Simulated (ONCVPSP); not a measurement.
Transferability test, ONCV potential for Cs

| Item | Value |
| --- | --- |
| Element | caesium |
| Generator | ONCVPSP 4.0.1 |
| Type | optimised norm-conserving Vanderbilt (ONCV) |
| Functional | LDA (Perdew-Zunger) |
| Relativity | fully relativistic |
| Frozen core | [Kr] 4d10 |
| Valence charge | 9 |
| Reference configuration | 5s2 5p6 6s1 |
| Partial waves | 5s+6s: rc 2.55 bohr, ncon 3, nbas 6, qcut 3.5 1/bohr, 2 projectors; 5p: rc 3.20 bohr, ncon 4, nbas 8, qcut 3.4 1/bohr, 2 projectors, debl 3.5 Ha; d scattering state at 0.1 Ha: rc 2.40 bohr, ncon 4, nbas 7, qcut 3.9 1/bohr, 2 projectors, debl 0.7 Ha |
| Local potential | polynomial inside 1.85 bohr (lpopt 5, dvloc0 6 Ha) |
| Core correction | Teter function fitted to the true core (icmod 2), fcfact 0.6 |

Open shells are filled in proportion to 2j + 1.

In the d channel the program set the typed energies aside and used 0.050, 0.750 Ha (j = l + 1/2; the other j can differ).

Energies are relative to the spin-unpolarised reference configuration 5s2 5p6 6s1; without spin polarisation the order of configurations can differ from experiment.

```csv
valence configuration,charge,ΔE all-electron (eV),error AE − PS (meV)
5s2 5p6 6s0,+1,3.999,-0.3
5s2 5p5 6s1,+1,18.038,-8.2
```

(1) What are ΔE and the potential's error for 5s2 5p6 6s0.5?

(2) What are ΔE and the potential's error for 5s2 5p6 6s0 6p1?

Levels in the configuration 5s2 5p6 6s0 6p1:

| level | all-electron (eV) | pseudo (eV) |
| --- | --- | --- |
| 5s j=1/2 | -28.136 | -28.116 |
| 5p j=3/2 | -14.326 | -14.302 |
| 5p j=1/2 | -16.009 | -15.985 |
| 6p j=3/2 | -1.296 | -1.298 |
| 6p j=1/2 | -1.381 | -1.383 |

## Answers

(1) ΔE = 1.555 eV all-electron; the error (AE − PS) is 0.0 meV.

(2) ΔE = 1.473 eV all-electron; the error (AE − PS) is +9.7 meV.

These tests converged, but a pseudo level misses the all-electron one widely, so the file describes the atom poorly there or has found another state: 5s2 5p6 6s0 6p1: empty 6s by 2.8 eV.
